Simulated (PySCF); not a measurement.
Species: CH₇FSeSi₂.
Atom-mapped SMILES: `[F:1][CH2:2][SiH2:3][Se:4][SiH3:5]`

Method: PySCF, delta-SCF UKS SCAN, pcX-2 on the ionised atom, pcseg-1 elsewhere, spin-free X2C. These are vertical core ionisation energies against the vacuum level, from separate self-consistent calculations with and without the core hole.

Some binding energies are withheld.

```
atom(s)      bonded to     level  binding energy (eV)
     C2  F, 2 H and Si      C 1s                    ?
     F1              C      F 1s                    ?
    Si3  C, Se and 2 H     Si 1s              1846.92
    Si5     Se and 3 H     Si 1s                    ?
    Si3  C, Se and 2 H  Si 2p3/2               107.12
    Si5     Se and 3 H  Si 2p3/2               107.03
```

(1) Fill in F 1s for F1.

(2) What is the Si 1s binding energy of Si5?

(3) What is the C 1s binding energy of C2?

Answers

(1) 692.55 eV (alkyl fluorine).

(2) 1846.84 eV (SiH3 silicon). The other listed Si 1s value is that of Si3; the shift against it is -0.08 eV.

(3) 292.68 eV (sp3 C–F carbon).

The 2 Si 1s values lie within 0.08 eV of each other; Gaussian lines of 0.5 eV full width would blend them into one maximum.

**Question.** Which photon energy gives electrons from Si 2p3/2 of Si3 a kinetic energy of 20 eV, and what is their de Broglie wavelength?

**Answer.** hν = 107.12 + 20 = 127.12 eV, recoil neglected; λ = 12.264 Å/√(E/eV) = 2.74 Å.

Spin–orbit coupling isn't in the SCF: each 2p doublet comes from a relaxed spin-free hole plus a matrix of the shell (mean-field spin–orbit coupling and the ground-state 2p splitting), with 2p3/2 averaged over its two sublevels. 2p1/2 minus 2p3/2 (ligand field included): Si 0.62 eV. No level of selenium is listed. The structure is a single PBE0-D3(BJ)/def2-SVP conformer in the gas phase; no vibrational or solvent corrections.

Conformer computed: `[F:1][CH2:2][SiH2:3][Se:4][SiH3:5]`: F1–C2–Si3–Se4 -62°, C2–Si3–Se4–Si5 55°.
